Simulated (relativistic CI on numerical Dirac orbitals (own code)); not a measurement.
## Co⁴⁺ in a cubic cluster: 3s photoemission with charge transfer

Computed with a charge-transfer multiplet model of a cubic metal-ligand cluster with up to 3 ligand holes, Slater and spin-orbit integrals from Dirac-Coulomb-Breit ions, Slater integrals scaled by 0.8. The ground state mixes d5 with configurations of k ligand holes L, whose averages lie at kΔ + k(k − 1)U_dd/2; a core hole lowers each added d electron by U_cd. 20 K, Lorentzian 1.4 eV and Gaussian 0.8 eV FWHM.

Atomic integrals in eV (Slater integrals scaled, ζ unscaled), ground: F2dd 10.866, F4dd 6.824, zeta_d 0.080; with the core hole: F2dd 11.602, F4dd 7.319, zeta_d 0.090, G2cd 11.207.

Cluster parameters (eV): Δ = 1.3, U_dd = 6.7, U_cd = 7.9, 10Dq = 0.6, 10Dq(ligand) = 0.3, final-state hopping factor = 1.

```
                              Case   n_d    d5   d6L  d7L2  d8L3     S
V(eg) = 3.65 eV, V(t2g) = -1.66 eV  5.54  0.52  0.41  0.06  0.00  2.49
V(eg) = 4.25 eV, V(t2g) = -1.93 eV  5.61  0.48  0.44  0.08  0.00  2.49
V(eg) = 4.55 eV, V(t2g) = -2.07 eV  5.66  0.45  0.45  0.10  0.01  2.42
```

Weights, n_d and S are thermal averages at 20 K. Binding energies count from the first peak over 30 % of the highest in each spectrum, which can be another peak from case to case. The parameters are a model scan and need not match a compound or its usual spin state. Peaks in eV (height, largest 100):
- V(eg) = 3.65 eV, V(t2g) = -1.66 eV: 0.0 (100), 4.1 (15), 10.4 (50), 20.2 (18)
- V(eg) = 4.25 eV, V(t2g) = -1.93 eV: 0.0 (100), 4.7 (15), 11.1 (48), 21.6 (16)
- V(eg) = 4.55 eV, V(t2g) = -2.07 eV: 0.0 (100), 4.8 (15), 10.2 (34), 11.4 (37), 14.8 (8), 22.3 (14)

Curve for V(eg) = 4.25 eV, V(t2g) = -1.93 eV (points under 2 left out, the grid thinned):

E (eV), Intensity and a bar:
```
     -3.3        5.5 #
     -2.6        8.6 ##
     -1.9       15.3 ####
     -1.2       33.3 ##########
     -0.6       69.6 #####################
      0.1       99.3 ##############################
      0.8       57.7 #################
      1.5       24.9 #######
      2.2       13.4 ####
      2.9        9.8 ##
      3.5       10.0 ##
      4.2       13.6 ####
      4.9       14.6 ####
      5.6       10.6 ###
      6.3        7.2 ##
      7.0        6.7 #
      7.6        8.1 ##
      8.3       11.6 ###
      9.0       19.1 #####
      9.7       31.7 #########
     10.4       40.5 ############
     11.1       47.6 ##############
     11.7       36.2 ###########
     12.4       18.0 #####
     13.1       10.7 ###
     13.8        9.5 ##
     14.5        9.1 ##
     15.2        8.7 ##
     15.9        8.2 ##
     16.5        6.4 #
     17.2        4.5 #
     17.9        3.6 
     18.6        3.6 
     19.3        4.7 #
     20.0        6.4 #
     20.6        9.0 ##
     21.3       14.8 ####
     22.0       14.6 ####
     22.7        8.4 ##
     23.4        4.6 #
     24.1        3.4 
     24.7        2.7 
     25.4        2.0 
     30.6        2.6 
     31.3        2.1
```

For the case V(eg) = 3.65 eV, V(t2g) = -1.66 eV, Δ = 1.3 eV is smaller than U_dd = 6.7 eV, the charge-transfer side of the Zaanen-Sawatzky-Allen scheme. With the core hole the average of the configuration with one ligand hole lies at Δ − U_cd = -6.6 eV before mixing: the effective hopping of about 5.4 eV (from the holes of the mixed ground state) is comparable with this gap or larger, so the configurations mix strongly.

Without intra-shell correlation the exchange splitting of the 3s hole comes out too large.
